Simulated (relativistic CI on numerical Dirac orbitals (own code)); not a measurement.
# One change at a time: Tm XXXIII

Base calculation: Dirac-Coulomb-Breit CI, KLI orbitals optimised for each configuration, model QED, unscaled Slater integrals.

Configuration list (outside the closed core [Ar] 3d10): 4s²4p⁶4d, 4s²4p⁵4d², 4s²4p⁶4f, 4s4p⁶4d², 4s²4p⁵4d4f, 4s4p⁶4d4f, 4s²4p⁶5s, 4s²4p⁶5p, 4s²4p⁶5d, 4p⁶4d³, 4p⁵4d⁴, 4p⁵4d³4f, 4s4p⁶4f², 4s4p⁵4f³, 4p⁶4f³. Double excitations out of closed p, d and f shells are left out; levels of such configurations are missing from the list, as are those of other unlisted configurations, and high levels can miss mixing partners.

The lowest level and the first level of each name with at least 55 % of one term (blank where a level has no safe partner in the second run):

| Level | Base (cm⁻¹) | Shift (cm⁻¹) |
| --- | --- | --- |
| 4s²4p⁶4d ²D3/2 | 0 | 0 |
| 4s²4p⁶4d ²D5/2 | 103914 | +2 |
| 4s²4p⁵4d² ⁴D°1/2 | 1079445 | +1333 |
| 4s²4p⁵4d² ⁴G°9/2 | 1190031 | +1355 |
| 4s²4p⁵4d² ²P°1/2 | 1353862 | +1334 |
| 4s²4p⁵4d² ²P°3/2 | 1435136 | +1337 |
| 4s²4p⁶4f ²F°7/2 | 1534203 | +10627 |
| 4s4p⁶4d² ⁴F3/2 | 2311965 | +5333 |
| 4s4p⁶4d² ⁴F5/2 | 2346582 | +5262 |
| 4s4p⁶4d² ⁴P1/2 | 2384561 | +5573 |
| 4s4p⁶4d² ⁴F7/2 | 2415551 | +5330 |
| 4s4p⁶4d² ⁴P3/2 | 2438239 | +5620 |
| 4s4p⁶4d² ⁴F9/2 | 2462852 | +5538 |
| 4s²4p⁵4d4f ⁴G5/2 | 2470807 | +16024 |

At this charge energies of transitions that change n are usually good to better than 1 %, and those within a shell (Δn = 0) to a few per cent.

(1) One thing was changed in a second run, which moved the levels as shown. Which?
A. P86 correlation estimate
B. configuration mixing switched off
C. non-relativistic limit
D. QED terms removed
E. Breit term removed

## Answers

(1) A. P86 correlation estimate. A correlation estimate moves all levels of a configuration together before mixing; mixed levels move by a weighted share.

LS names give the leading component of a level, which can be under half, so a name can repeat, a term be missing and a line seem to break the LS rules.
